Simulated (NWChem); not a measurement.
System: BeGeNH5; SMILES [Be]([GeH3])[NH2]

NWChem printed, in part:

```
             Northwest Computational Chemistry Package (NWChem) 7.3.0
             --------------------------------------------------------

                             Geometry "geometry" -> ""
                             -------------------------

 Output coordinates in angstroms (scale by  1.889725989 to convert to a.u.)

  No.       Tag          Charge          X              Y              Z
 ---- ---------------- ---------- -------------- -------------- --------------
    1 Be                   4.0000     0.00497300    -1.27836600    -0.00708300
    2 N                    7.0000    -0.00039300    -2.77882300     0.00249100
    3 H                    1.0000     0.82346200    -3.37248000     0.00668700
    4 H                    1.0000    -0.82804300    -3.36716500     0.00702700
    5 Ge                  32.0000     0.00608200     0.91083000    -0.01026300
    6 H                    1.0000    -1.34510500     1.50364800     0.45509400
    7 H                    1.0000     1.06886900     1.51666700     0.93588700
    8 H                    1.0000     0.27726600     1.53183800    -1.39944700

 Effective nuclear repulsion energy (a.u.)     128.7996694001

  pbe96 is a nonlocal functional; adding pw91lda local functional.
                              NWChem Property Module
                              ----------------------

                                 NWChem DFT Module
                                 -----------------

 Summary of "ao basis" -> "ao basis" (spherical)
 ------------------------------------------------------------------------------
       Tag                 Description            Shells   Functions and Types
 ---------------- ------------------------------  ------  ---------------------
 Be                        def2-svpd                 6       12   3s3p
 N                         def2-svpd                 8       20   4s2p2d
 H                         def2-svpd                 4        8   2s2p
 Ge                        def2-svpd                14       38   6s4p4d

            General Information
            -------------------
          SCF calculation type: DFT
          Wavefunction type:  closed shell.
          No. of atoms     :     8
          No. of electrons :    48
           Alpha electrons :    24
            Beta electrons :    24
          Charge           :     0
          Spin multiplicity:     1
          Use of symmetry is: off; symmetry adaption is: off
          Maximum number of iterations: 150
          AO basis - number of functions:   110
                     number of shells:    48
          Convergence on energy requested:  1.00D-06
          Convergence on density requested:  1.00D-05
          Convergence on gradient requested:  5.00D-04

              XC Information
              --------------
          PerdewBurkeErnzerhof Exchange Functional  1.000
            Perdew 1991 LDA Correlation Functional  1.000 local
           PerdewBurkeErnz. Correlation Functional  1.000 non-local

             Grid Information
             ----------------
          Grid used for XC integration:  medium
          Radial quadrature: Mura-Knowles
          Angular quadrature: Lebedev.
          Tag              B.-S. Rad. Rad. Pts. Rad. Cut. Ang. Pts.
          ---              ---------- --------- --------- ---------
          Be                  1.05       49          12.0       434
          N                   0.65       49          12.0       434
          H                   0.35       45          13.0       434
          Ge                  1.25      112          12.0       590
          Grid pruning is: on
          Number of quadrature shells:   435
          Spatial weights used:  Erf1

      Superposition of Atomic Density Guess
      -------------------------------------

 Sum of atomic energies:       -2146.33830035

      Non-variational initial energy
      ------------------------------

 Total energy =   -2147.411607
 1-e energy   =   -3245.407260
 2-e energy   =     969.195983
 HOMO         =      -0.346315
 LUMO         =       0.003972

   convergence    iter        energy       DeltaE   RMS-Dens  Diis-err
 ---------------- ----- ----------------- --------- --------- ---------
 d= 0,ls=0.0,diis     1  -2148.7267247527 -2.28D+03  2.72D-02  5.76D-01
 d= 0,ls=0.0,diis     2  -2148.5242224817  2.03D-01  1.32D-02  2.04D+00
 d= 0,ls=0.0,diis     3  -2148.7937141087 -2.69D-01  2.55D-03  8.18D-02
 d= 0,ls=0.0,diis     4  -2148.8028633262 -9.15D-03  1.39D-03  4.27D-03
 d= 0,ls=0.0,diis     5  -2148.8031859387 -3.23D-04  3.18D-04  1.10D-04
  Resetting Diis
 d= 0,ls=0.0,diis     6  -2148.8031907454 -4.81D-06  1.07D-04  2.23D-05
 d= 0,ls=0.0,diis     7  -2148.8031932105 -2.47D-06  2.15D-05  6.98D-07
 d= 0,ls=0.0,diis     8  -2148.8031931106  9.99D-08  1.19D-05  1.97D-06
 d= 0,ls=0.0,diis     9  -2148.8031933005 -1.90D-07  3.23D-06  4.39D-08

         Total DFT energy =    -2148.803193300545
      One electron energy =    -3247.878353409897
           Coulomb energy =     1060.482187382801
    Exchange-Corr. energy =      -90.206696673596
 Nuclear repulsion energy =      128.799669400147

 Numeric. integr. density =       48.000024531358

                       DFT Final Molecular Orbital Analysis
                       ------------------------------------

[...]

 DFT Linear Response polarizability / au
 Frequency  =       0.0000000 / au
              X              Y              Z
 -----------------------------------------------
 X      57.2674043     -0.0180365     -0.0006304
 Y      -0.0180369     80.9765269     -0.0019139
 Z      -0.0006285     -0.0019130     57.5642464
 -----------------------------------------------
 Eigenvalues =      57.2673892     80.9765408     57.5642476
 Isotropic   =      65.2693925
 Anisotropic =      23.5621250
 -----------------------------------------------

 Magnetic Dipole Response Matrix (nonzero elements):

 Exiting AOResponse driver routine
```

Level: PBE/def2-SVPD. Geometry: optimised at PBE0/def2-SVP.

### Question
Reconstruct the input file.

### Answer
This is not unique; one that fits is the input that was run:
```
start job
memory heap 200 mb stack 900 mb global 1100 mb
geometry units angstroms noautosym nocenter noautoz
  Be     0.004973    -1.278366    -0.007083
  N     -0.000393    -2.778823     0.002491
  H      0.823462    -3.372480     0.006687
  H     -0.828043    -3.367165     0.007027
  Ge     0.006082     0.910830    -0.010263
  H     -1.345105     1.503648     0.455094
  H      1.068869     1.516667     0.935887
  H      0.277266     1.531838    -1.399447
end
basis spherical
  * library def2-svpd
end
dft
  xc xpbe96 cpbe96
  iterations 150
end
property
  response 1 0.0
end
task dft property
```
